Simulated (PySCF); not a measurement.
## Mo¹⁴⁺: ionisation energy

Mo¹⁴⁺ [Ar] 3d10 (1S) → Mo¹⁵⁺ [Ar] 3d9 (2D), as a difference of total energies. Calculation: PySCF 2.14, in an even-tempered Gaussian basis (19 s from 1.1 bohr⁻², ratio 2.5; 13 p from 1.4 bohr⁻², ratio 2.5; 9 d from 1.4 bohr⁻², ratio 2.5; 4 f from 8.7 bohr⁻², ratio 2.7; 4 g from 13 bohr⁻², ratio 2.7); the spin-free X2C one-electron Hamiltonian (Gaussian nucleus). Correlated levels: outer shells: [Ne] frozen; virtual orbitals above 40 to 60 times the deepest correlated orbital energy dropped. The calculations carry no spin-orbit coupling.

```
                method  ionisation energy (eV)
                   UHF                  542.86
                   LDA                  544.10
                   PBE                  543.32
                  PBE0                  543.71
                r2SCAN                  543.78
    MP2 (outer shells)                  544.75
SCS-MP2 (outer shells)                  544.47
```

Question: How much does correlation contribute at MP2 (outer shells)?

Answer: 544.75 − (542.86) = 1.89 eV, measured against UHF.

A first-order spin-orbit estimate (lowest level to lowest level, LS coupling) adds -1.338 eV.

Breit and QED terms and the two-electron picture change are absent.

For comparison: 544 ± 0.5 eV (semi-empirical (NIST evaluation); NIST Atomic Spectra Database, ionization energies).
